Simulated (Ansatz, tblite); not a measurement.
Removing and adding an electron: AlGe24PH30, a doped nanocrystal cut from the lattice of germanium (Al and P 4.7 A apart). The state is a singlet with charge 0. Geometry: PBE-D4/def2-SVP. Ansatz, gas phase; energy differences of separate SCF runs; the oxidised species was run as a doublet alone; the reduced species was run as a doublet alone.

Cartesian coordinates in Å:
```
Ge -0.7519 1.3151 -2.6277
Ge -1.1830 -2.6899 -3.0924
Ge 2.1193 -0.8399 -4.3389
Ge 2.6678 0.7776 -0.8281
Ge 2.3301 -3.2293 -1.2529
Ge -4.0335 -0.4653 -1.2152
Ge -3.5484 3.5194 -0.8778
Ge -0.0215 2.8862 0.8854
Ge -3.2970 1.1612 2.3892
Al -0.5623 -1.2451 0.6976
Ge 3.1577 -1.5498 2.3312
Ge 0.3445 0.6055 4.1595
Ge 3.5699 2.4631 2.5838
Ge -0.3093 -0.6175 -4.0707
Ge -3.1712 1.5601 -2.3013
Ge -3.5920 -2.3588 -2.7216
Ge 0.2499 0.8329 -0.4404
Ge -0.1031 -3.0785 -0.9188
P 3.0299 -1.1541 -2.1801
Ge 3.9891 0.4704 1.2160
Ge 3.6696 -3.4044 0.8042
Ge -2.9906 -0.8332 0.9833
Ge -2.4277 3.1666 1.2734
Ge 1.1615 2.6165 3.0167
Ge -2.0760 0.8727 4.5045
Ge 0.7473 -1.4052 2.8010
H -0.1365 2.5872 -3.2972
H -0.9363 -3.8395 -4.1229
H 2.8718 0.4214 -4.8540
H 2.6235 -2.0854 -5.1251
H 3.2626 1.8628 -1.7866
H 2.8643 -4.1790 -2.3775
H -5.5866 -0.3018 -1.1267
H -2.9902 4.7960 -1.5766
H -5.0787 3.7244 -0.6657
H 0.5503 4.1238 0.1174
H -4.7994 1.4334 2.7284
H 4.0483 -1.7549 3.6003
H 1.0521 0.5350 5.5523
H 4.0885 3.7242 1.8287
H 4.3866 2.3289 3.9038
H -0.8285 -0.4112 -5.5301
H -3.8585 1.7543 -3.6919
H -4.2775 -2.1205 -4.1024
H -4.1757 -3.6793 -2.1329
H -0.4321 -4.5605 -0.5309
H 4.4426 -1.2774 -2.3924
H 5.4951 0.3318 0.8200
H 5.1740 -3.4235 0.3917
H 3.3297 -4.7941 1.4206
H -3.8356 -1.9674 1.6543
H -2.6493 4.4168 2.1855
H 0.9062 3.8743 3.9089
H -2.3249 2.1092 5.4225
H -2.6229 -0.3794 5.2566
H 0.4680 -2.6259 3.7418
```

The xTB rows come from tblite. Single mean-field runs in def2-SVP are fitted with def2-universal-jkfit.

```json
{"level": "GFN1-xTB", "−HOMO (eV)": "11.51", "vertical IE (eV)": "12.65", "−LUMO (eV)": "8.80", "vertical EA (eV)": "7.57", "HOMO–LUMO gap (eV)": "2.71", "IE − EA (eV)": "5.08", "remarks": "–"}
{"level": "GFN2-xTB", "−HOMO (eV)": "9.69", "vertical IE (eV)": "11.00", "−LUMO (eV)": "6.62", "vertical EA (eV)": "5.26", "HOMO–LUMO gap (eV)": "3.07", "IE − EA (eV)": "5.73", "remarks": "–"}
{"level": "PBE-D4/def2-SVP", "−HOMO (eV)": "5.53", "vertical IE (eV)": "–", "−LUMO (eV)": "2.34", "vertical EA (eV)": "1.04", "HOMO–LUMO gap (eV)": "3.19", "IE − EA (eV)": "–", "remarks": "HOMO above zero (-1 doublet)"}
```

**Question.** Estimate the rows for r2SCANh-D4/def2-SVP, PBE0-D4/def2-SVP.

**Answer.** 
```json
{"level": "r2SCANh-D4/def2-SVP", "−HOMO (eV)": "6.08", "vertical IE (eV)": "7.30", "−LUMO (eV)": "1.99", "vertical EA (eV)": "0.89", "HOMO–LUMO gap (eV)": "4.09", "IE − EA (eV)": "6.41", "remarks": "HOMO above zero (-1 doublet)"}
{"level": "PBE0-D4/def2-SVP", "−HOMO (eV)": "6.42", "vertical IE (eV)": "7.40", "−LUMO (eV)": "1.68", "vertical EA (eV)": "0.86", "HOMO–LUMO gap (eV)": "4.73", "IE − EA (eV)": "6.54", "remarks": "HOMO above zero (-1 doublet)"}
```

Run but left out: PBE-D4/def2-SVP (charge +1 doublet: an occupied level 0.02 eV above an empty one).   A HOMO above zero means that the electron is unbound at that level or that self-interaction error raises the level; the energy of removing that electron tells which. Raw xTB energy differences between charge states are shifted by several eV; the methods need an empirical correction for them. Sets without diffuse functions give affinities that are too small.
